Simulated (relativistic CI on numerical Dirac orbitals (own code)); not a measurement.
One change at a time: Tm

Base calculation: Dirac-Coulomb-Breit CI, separate exchange-only KLI orbitals for each configuration, model QED, valence Slater integrals scaled by 0.85, P86 correlation energy added to each configuration.

Configurations in the expansion (outside the closed core [Xe]): 4f¹³6s², 4f¹²6s²5d, 4f¹³6s6p, 4f¹³6s5d, 4f¹²6s²6p, 4f¹³6s6d, 4f¹³6s6f, 4f¹³6s6g, 4f¹³6s7s, 4f¹²6s6p², 4f¹²6s²7p, 4f¹³6s7p, 4f¹³5d6p, 4f¹¹6s²6p7s, 4f¹²6s²8s, 4f¹²6s²7s, 4f¹³6s8s, 4f¹³6p7s, 4f¹²6s²5f, 4f¹³6s5f, 4f¹²6s²8p, 4f¹²6s5d², 4f¹³6s8p, 4f¹²6s²9s, 4f¹²6s²5g, 4f¹¹6s²6p6d, 4f¹²6s²6f, 4f¹²6s5d7s, 4f¹³5d², 4f¹²5d³, 4f¹²5d²6p. Double excitations out of closed p, d and f shells are left out; levels of such configurations are missing from the list, as are those of other unlisted configurations, and high levels can miss mixing partners.

The lowest level and the first level of each name with at least 55 % of one term (blank where a level has no safe partner in the second run):

```
            Level  Base (cm⁻¹)  Shift (cm⁻¹)
  4f¹²6s²5d ⁴F9/2          0.0           0.0
 4f¹²6s²5d ⁴G11/2       2142.3         +26.3
 4f¹²6s²5d ⁴K17/2       2318.3         +97.6
 4f¹²6s²5d ⁴I15/2       4517.5         +89.8
4f¹²6s²6p ⁴G°11/2       9378.7         -58.4
 4f¹²6s²5d ⁴K15/2      10998.0        +522.2
4f¹²6s²6p ⁴I°15/2      12042.3         -16.6
 4f¹²6s²6p ²G°9/2      12262.4         -24.3
   4f¹³6s² ²F°7/2      12352.1        +852.9
4f¹²6s²6p ²H°11/2      12684.2         -17.9
4f¹²6s²6p ⁴H°13/2      12729.9         -17.0
  4f¹²6s5d² ⁶D9/2      13009.9         +57.9
 4f¹²6s5d² ⁶H15/2      14127.8         +98.3
  4f¹²6s²5d ⁴F3/2      14681.8        +453.5
```

For a near-neutral ion this model can misplace configurations by up to about 10,000 cm⁻¹ (more where the count of f electrons changes) and terms by 10 to 25 % of their spread. Rates follow the energies as ν³ (E1, M1) or ν⁵ (E2), so they and the lifetimes can be off by large factors. The fine structure of a lone outer electron comes out too small, for d and f at times inverted, and misplaced configurations move strength between like terms. 9 of the 20 excited levels that our extract of the measured tables holds in this range could be paired (the sources list more); they are missed by 13859 cm⁻¹ on average and 26528 at most, and levels without a partner can miss by more. Some levels of the ground configuration have no partner and can miss by 10 % or more. The computed lowest level isn't the tabulated ground level, which NIST ASD gives as 4f13 (2F*) 6s2 2F°7/2.

Question: One thing was changed in a second run, which moved the levels as shown. Which?
A. no correlation estimate
B. QED terms removed
C. Breit term removed
D. valence Slater integrals scaled by 0.75
E. configuration mixing switched off

Answer: C. Breit term removed. The Breit term mainly narrows fine-structure intervals, so removing it widens them.

LS names give the leading component of a level, which can be under half, so a name can repeat, a term be missing and a line seem to break the LS rules.
